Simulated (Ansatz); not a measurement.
Program: Ansatz. Geometries: PBE0-D4/def2-TZVP. ΔE: electronic, gas phase. CCSD(T)/CBS is the MP2 limit (def2-TZVPP, def2-QZVPP) plus CCSD(T) − MP2 in def2-TZVPP, frozen cores. This one scheme is used for every species, atoms too. DFT in def2-TZVPP. Open shells (•) are unrestricted, without spin–orbit coupling. Spin–orbit coupling would lower the free atoms: a little for F, O, Si. Each species was taken in one conformer, which may not be the lowest.

Consider the atomization: `O[SiH2]N[Si](O)(F)F` → 2 F• + 5 H• + N• + 2 O• + 2 Si•.

`O[SiH2]N[Si](O)(F)F`:

Z-matrix (Å, degrees):
```
Si
N 1 1.739
O 1 1.634 2 108.2
H 1 1.482 2 112.8 3 -117.5
H 1 1.487 2 106.7 3 122.9
Si 2 1.682 1 129.2 3 13.6
H 2 1.011 1 115.8 3 -161.5
H 3 0.963 1 116.1 2 29.8
O 6 1.629 2 109.0 1 -37.7
F 6 1.585 2 115.1 1 83.0
F 6 1.582 2 108.7 1 -159.7
H 9 0.959 6 117.7 2 156.4
```

```tsv
level	ΔE (eV)
PBE-D4	50.55
ωB97M-V	50.35
MP2/def2-TZVPP	50.37
HF/def2-QZVPP	36.08
SCS-MP2/def2-QZVPP	51.01
HF/CBS(def2)	36.11
MP2/CBS(def2)	52.07
CCSD/CBS(def2)	49.77
```

(1) What does CCSD(T)/CBS give? (An estimate is asked.)

Largest T1 diagnostic among the species: 0.012.

Answers

(1) Ansatz gave: +50.52 eV. The listed levels differ from it by 0.03, -0.17, -0.15, -14.44, 0.49, -14.41, 1.55, -0.75 eV.

The D4 term adds +0.52 eV with B3LYP and +0.27 eV with PBE0; it sums over pairs of atoms, weighted by their polarisabilities, and B3LYP, whose exchange is more repulsive, gets the larger term. In def2-TZVPP, CCSD(T) changes the Hartree–Fock value by +12.92 eV (the triples alone add +0.76 eV) and MP2 by +14.47 eV; breaking electron pairs costs correlation energy, which Hartree–Fock lacks.

B3LYP here is the variant with VWN-RPA as its local correlation; programs differ in this.

For atomizations the MP2-based limit and the directly extrapolated one differ by several kJ/mol either way, and by 10 to 25 for some Ge, Se and Sn compounds, so smaller differences from it don't rank the levels.
